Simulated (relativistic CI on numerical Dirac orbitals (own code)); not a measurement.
# Pm⁴⁺: 3d photoemission

Computed with this model: Dirac-Coulomb-Breit CI, separate exchange-only KLI orbitals for each configuration, model QED, valence Slater integrals scaled by 0.9, multiplet model of photoemission in the sudden approximation; configurations [Xe] 4f3 → [Ar] 3d9 4s2 4p6 4d10 4f3 5s2 5p6; 80 K; Lorentzian 0.9 eV and Gaussian 0.7 eV FWHM. Energies are those of the free ion, without screening or charge transfer. The energies are binding energies and can lie tens of eV above those of solids. S is read from ⟨S²⟩ = S(S + 1).

Computed curve for free ion, scaled to 100 at the maximum (points under 2 are left out and the grid is thinned):

```csv
Energy (eV),Intensity
1086.7,2.1
1087.1,2.5
1087.6,3.3
1088.0,4.3
1088.5,6.2
1088.9,9.0
1089.3,14.5
1089.8,31.6
1090.2,58.3
1090.7,87.6
1091.1,98.2
1091.5,96.6
1092.0,65.0
1092.4,38.8
1092.9,21.3
1093.3,15.5
1093.8,11.5
1094.2,8.7
1094.6,7.0
1095.1,6.5
1095.5,6.3
1096.0,5.3
1096.4,4.1
1096.8,3.1
1097.3,2.6
1097.7,2.8
1098.2,3.6
1098.6,4.2
1099.0,4.3
1099.5,3.3
1099.9,2.4
1112.3,2.4
1112.7,3.2
1113.1,4.7
1113.6,9.0
1114.0,17.5
1114.5,34.0
1114.9,36.3
1115.3,30.4
1115.8,32.5
1116.2,35.2
1116.7,30.2
1117.1,25.9
1117.5,19.1
1118.0,11.3
1118.4,9.4
1118.9,8.6
1119.3,7.2
1119.8,6.2
1120.2,7.4
1120.6,9.8
1121.1,12.4
1121.5,12.5
1122.0,9.1
1122.4,7.5
1122.8,6.9
1123.3,5.6
1123.7,4.4
1124.2,3.2
1124.6,2.2
```

The ground state has S = 1.47, and the centroid lies at 1101.64 eV.
